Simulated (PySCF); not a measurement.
Au(CO) (CAuO), SMILES [Au+]<-[C-]#[O+], charge +1, multiplicity 1. Heavy atoms are numbered as in [Au+:1]<-[C-:3]#[O+:2].

Geometry optimised at TPSSh-D3(BJ)/def2-TZVP. The multiplicity is an assumed one; other spin states were not compared. The isomer is the one that the SMILES or the coordinates give; other isomers of the formula were not compared. The def2 effective core potentials stand for the cores of Au; spin–orbit coupling is left out.

Calculation: CAM-B3LYP/def2-TZVPD (PySCF).

Mulliken values depend strongly on the basis, most of all with diffuse functions as here. ESP charges are fitted to the potential on shells at 1.4 to 2.0 van der Waals radii. Atomic charges (e), one atom of each kind:

```tsv
atom	ESP fit	Mulliken
Au1	0.94	0.45
O2	0.27	-0.05
C3	-0.22	0.60
```
